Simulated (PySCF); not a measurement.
Structure with atom numbers: `[CH2:1]=[CH:2][C:3]1=[CH:4][SiH2:5][CH:6]=[C:7]1[CH:8]=[CH2:9]` (H(Xn): hydrogen on atom n). Ha(C1) is cis to C3; Ha(C9) is cis to C7; Hb(C1) is trans to C3; Hb(C9) is trans to C7.

All values are calculated (PySCF 2.14.0 with density-fitted response routines): shielding tensors at PBE0/pcSseg-1 (GIAO), GFN2-xTB geometry. Isolated molecule, fast rotation and ring inversion assumed for equivalent nuclei, one computed conformer, non-relativistic.

Problem. List the cross peaks expected in HSQC, COSY and HMBC spectra.

Solution. 

HSQC (one-bond C–H):
```csv
δH,δC
7.01 (H(C2)/H(C8)),141.6 (C2/C8)
6.10 (H(C4)/H(C6)),133.8 (C4/C6)
5.82 (Hb(C1)/Hb(C9)),131.2 (C1/C9)
5.31 (Ha(C1)/Ha(C9)),131.2 (C1/C9)
```

COSY cross peaks (H two or three bonds apart, from the bond graph; peaks can be absent where the dihedral angle is near 90°):
```csv
δH,δH
7.01 (H(C2)/H(C8)),5.82 (Hb(C1)/Hb(C9))
7.01 (H(C2)/H(C8)),5.31 (Ha(C1)/Ha(C9))
6.10 (H(C4)/H(C6)),4.72 (H(Si5))
5.82 (Hb(C1)/Hb(C9)),5.31 (Ha(C1)/Ha(C9))
```

HMBC (two and three bonds, from the bond graph):
```csv
δH,δC
7.01 (H(C2)/H(C8)),"166.0 (C3/C7), 133.8 (C4/C6), 131.2 (C1/C9)"
6.10 (H(C4)/H(C6)),"166.0 (C3/C7), 141.6 (C2/C8), 133.8 (C4/C6)"
5.82 (Hb(C1)/Hb(C9)),"166.0 (C3/C7), 141.6 (C2/C8)"
5.31 (Ha(C1)/Ha(C9)),"166.0 (C3/C7), 141.6 (C2/C8)"
4.72 (H(Si5)),"166.0 (C3/C7), 133.8 (C4/C6)"
```

Shifts are taken against calculated references (same method and geometry level): 1H (31.72 ppm) and 13C (186.93 ppm) vs TMS.

Short H···H contacts in this conformer between protons four or more bonds apart (candidates for NOE cross peaks, intensity ∝ r⁻⁶): H(C6)···H(C8) 2.55 Å, H(C2)···H(C4) 2.55 Å.

Shifts are as computed. Against solution values, carbons near 30 ppm lie about +3 ppm off and those near 130 ppm about +5 ppm. Of 1211 compounds with measured shifts, 218 miss one by over three times the rms of a fit or turn the order of signals round; such compounds aren't used in these exercises.
